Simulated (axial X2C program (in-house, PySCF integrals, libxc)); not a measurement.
**CaI⁺: from the spin-free to the two-component result**

Computed with an in-house all-electron X2C program for linear molecules (integrals from PySCF). Spin-free means the one-electron spin-free X2C Hamiltonian; two-component (2c) means X2C with spin–orbit coupling and atomic mean-field two-electron Coulomb and Gaunt terms, so the difference of the two also holds small scalar two-electron terms. Basis: I dyall-cv3z [11s12p8d4f1g], Ca dyall-cv3z [11s12p6d4f] (cores contracted in-house); Gaussian nuclei, density fitting, unrestricted open shells. Masses: I 126.904 u, Ca 39.963 u.

Spin-free state: M_S = 0, Λ = 0 (closed shell); fragments I + Ca+.

```
  level  Re (Å)  ωe (cm⁻¹)  De (eV)  μ (D)
   PBE0   2.682      300.4    3.327  13.96
     HF   2.756      288.5    2.071  16.01
    MP2   2.757      286.5    3.047    n/a
   CCSD   2.757      286.0    2.941    n/a
CCSD(T)   2.759      284.9    3.023    n/a
  B97-3   2.694      298.0    3.325  14.18
```

Correlated methods: 8 electrons correlated (number of frozen shells: I 4 s, 3 p, 2 d; Ca 3 s, 2 p), 300 virtual spin orbitals or spinors in MP2, 88 natural virtuals in coupled cluster.

Dipoles are positive if Ca is the positive end and refer to the centre of mass.

Two-component determinant lowest at the distance of the search:

Ω = 0 (closed shell); fragments I + Ca+.

```json
{"level": "PBE0", "Re (Å)": "2.685", "ωe (cm⁻¹)": "298.3", "De (eV)": "3.071", "μ (D)": "13.91"}
{"level": "HF", "Re (Å)": "2.759", "ωe (cm⁻¹)": "286.9", "De (eV)": "1.773", "μ (D)": "15.96"}
{"level": "MP2", "Re (Å)": "2.760", "ωe (cm⁻¹)": "285.0", "De (eV)": "2.771", "μ (D)": "n/a"}
{"level": "CCSD", "Re (Å)": "2.760", "ωe (cm⁻¹)": "284.3", "De (eV)": "2.658", "μ (D)": "n/a"}
{"level": "CCSD(T)", "Re (Å)": "2.762", "ωe (cm⁻¹)": "283.4", "De (eV)": "2.742", "μ (D)": "n/a"}
{"level": "B97-3", "Re (Å)": "2.697", "ωe (cm⁻¹)": "296.1", "De (eV)": "3.054", "μ (D)": "14.13"}
```

Q: From the two tables, how do the constants change at the CCSD(T) level (2c against spin-free)?

A: At the CCSD(T) level Re increases by 0.003 Å and ωe goes down by 1.5 cm⁻¹; De changes by -0.281 eV.

Occupations by symmetry block were frozen at the best pattern of an incomplete PBE0 search. Closed shells are restricted here (equal orbitals for both partners); the stretched side of such a curve lies too high. Dissociation energies refer to the lowest single-determinant-based atoms at the same level and basis. CCSD and (T) use frozen natural virtuals with an MP2 correction for the truncation; (T) itself is uncorrected, so its De runs slightly low. Without a current term, density functionals place determinants with orbital angular momentum somewhat too high. The outer-core s and p shells of the metal are frozen in the correlated rows, which leaves out core–valence correlation; for alkali and alkaline-earth bonds that tends to lengthen them. With the outer-core shells frozen, correlated bond lengths of heavy atoms tend to come out a few hundredths of an ångström too long.
